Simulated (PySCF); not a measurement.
Method: B3LYP-D3(BJ)/def2-TZVP (PySCF). Gas-phase values, no solvent. B3LYP has the VWN-RPA correlation part, as in Gaussian. Excitations are Tamm–Dancoff values on a coarser integration grid. The basis has no diffuse functions, so Rydberg states are missing or too high.

Reference species (SMILES): `C#CS` (neutral, multiplicity 1).

The T1 excitation (TDA) is 4.41 eV. The S1–T1 gap (TDA) is 0.38 eV.

Changed species: `N#CS` (X = cyano; the reference has X = ethynyl).

**Question.** Give the shifts of the T1 excitation (TDA) and S1–T1 gap (TDA).

**Answer.** the T1 excitation (TDA) goes up by 0.46 eV, to 4.87 eV; the S1–T1 gap (TDA) goes up by 0.05 eV, to 0.43 eV.
